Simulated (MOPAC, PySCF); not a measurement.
C₂H₉F₃OSi₃, SMILES `FC(F)([SiH2][SiH2][SiH2]OC)F`, neutral singlet in the gas phase. 

Z-matrix (Å, degrees):
```
O
C 1 1.4098
H 2 1.1007 1 108.36
H 2 1.1045 3 107.92 1 -121.12
H 2 1.1056 3 108.48 4 -117.59
Si 1 1.6645 2 127.60 3 -164.94
H 6 1.4954 1 111.96 2 -88.77
H 6 1.4960 7 107.74 1 -122.99
Si 6 2.3469 7 112.05 8 -122.89
H 9 1.4923 6 109.92 7 -66.37
H 9 1.4947 10 108.79 6 -124.19
Si 9 2.3524 10 108.81 11 -117.22
H 12 1.4888 9 114.09 10 29.46
H 12 1.4895 13 109.77 9 -126.26
C 12 1.9427 13 106.23 14 -113.20
F 15 1.3474 12 112.66 13 -64.79
F 15 1.3492 16 107.12 12 -123.68
F 15 1.3584 16 107.01 17 -114.00
```
Charge 0, multiplicity 1.

All levels are single points at this geometry (B3LYP-D3(BJ)/def2-SVP); Pople sets use spherical d functions. Orbital energies aren't observables, and empty levels follow the basis.

| level | HOMO (eV) | LUMO (eV) | gap (eV) | dipole (D) | vertical IE, Delta-SCF (eV) |
|---|---|---|---|---|---|
| B3LYP-D3(BJ)/def2-TZVP in PySCF | -7.64 | -0.83 | 6.80 | 1.51 | 9.52 |
| PBE-D3(BJ)/def2-TZVP in PySCF | -6.51 | -1.49 | 5.01 | 1.26 | 9.12 |
| B3LYP/3-21G in PySCF | -7.10 | -0.35 | 6.75 | 1.30 | – |
| B3LYP/6-311+G** in PySCF | -7.67 | -0.88 | 6.78 | 1.81 | – |
| B3LYP/LANL2DZ in PySCF | -7.38 | -0.51 | 6.87 | 2.44 | – |
| BP86/6-31G* in PySCF | -6.32 | -1.18 | 5.14 | 1.02 | – |
| M06-2X/6-31G* in PySCF | -8.83 | 0.35 | 9.17 | 1.49 | – |
| PBE/6-31G* in PySCF | -6.20 | -1.13 | 5.07 | 1.00 | 8.95 |
| HF/6-31G* in PySCF | -10.56 | 2.74 | 13.30 | 1.77 | 9.44 |
| HF/STO-3G in PySCF | -7.90 | 9.50 | 17.41 | 2.37 | – |
| AM1 in MOPAC | -10.31 | -1.46 | 8.85 | 2.00 | – |
| PM6 in MOPAC | -8.57 | -0.84 | 7.73 | 2.06 | – |
| PM7 in MOPAC | -10.36 | -0.58 | 9.78 | 2.61 | – |
